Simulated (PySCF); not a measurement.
## Assigning NMR signals

Geometry (Å), atoms numbered from 1 in this order:
```xyz
20

N     2.9973    0.7038    0.3894
Si    2.1805    0.0681   -0.9999
C     0.3433   -0.0065   -0.6175
C    -0.4994   -0.9369   -1.2433
C    -1.8643   -0.9649   -0.9697
C    -2.4344   -0.0672   -0.0536
Si   -4.2804   -0.0897    0.2949
C    -1.5896    0.8561    0.5797
C    -0.2245    0.8875    0.3008
H     3.8963    1.1573    0.2734
H     2.9589    0.2024    1.2705
H     2.4915    1.0104   -2.1194
H     2.5874   -1.3060   -1.4520
H    -0.0827   -1.6592   -1.9528
H    -2.4919   -1.7063   -1.4742
H    -5.0517    0.4948   -0.8465
H    -4.5641    0.7137    1.5224
H    -4.7577   -1.4925    0.4966
H    -2.0018    1.5633    1.3059
H     0.4204    1.6099    0.8097
```

How the numbers were obtained: shieldings: GIAO PBE0/pcSseg-1, PBE0-D3(BJ)/def2-SVP geometry, in PySCF 2.14.0 with density-fitted response routines (no relativistic terms, one conformer, equivalent nuclei averaged, gas phase).

Shifts are taken against calculated references (same method and geometry level): ¹³C, ¹H against TMS.

Question: Assign these signals to the numbered atoms. ¹³C{¹H} NMR (computed): δ 141.0, 140.9, 140.1, 136.0.

Answer: 
141.0 → C3, substituted aromatic carbon
140.9 → C5/C8, aromatic CH
140.1 → C4/C9, aromatic CH
136.0 → C6, substituted aromatic carbon

C3 and C5/C8; C5/C8 and C4/C9 lie closer than the usual error of such a calculation, so a measured spectrum could show them in the other order.

Question: Assign these signals to the numbered atoms. ¹H NMR (600 MHz, computed): δ 7.94 (d, 2H), 7.73 (d, 2H), 5.24 (s, 2H), 4.54 (s, 3H), 0.26 (br s, 2H).

Answer: 
7.94 → H14/H20, hydrogen on an aromatic CH: the ring current deshields protons in the ring plane
7.73 → H15/H19, hydrogen on an aromatic CH
5.24 → H12/H13, hydrogen on a silicon bonded to C, N
4.54 → H16/H17/H18, hydrogen on a silicon bonded to C
0.26 → H10/H11, hydrogen on a nitrogen bonded to Si: exchangeable, gas-phase position

Exchangeable OH/NH protons stand at their gas-phase positions; hydrogen bonding in a real sample shifts them, mostly to higher δ. Shifts are as computed. Against solution values, carbons near 30 ppm lie about +2 ppm off and those near 130 ppm about +5 ppm. Of 1309 compounds with measured shifts, 239 miss one by over three times the rms of a fit or turn the order of signals round; such compounds aren't used in these exercises. No couplings were computed; multiplicities are counted from neighbouring protons, with m where these are inequivalent, close in shift, in a saturated or five-membered ring or joined by F or P, and br s for small geminal =CH2 splittings.
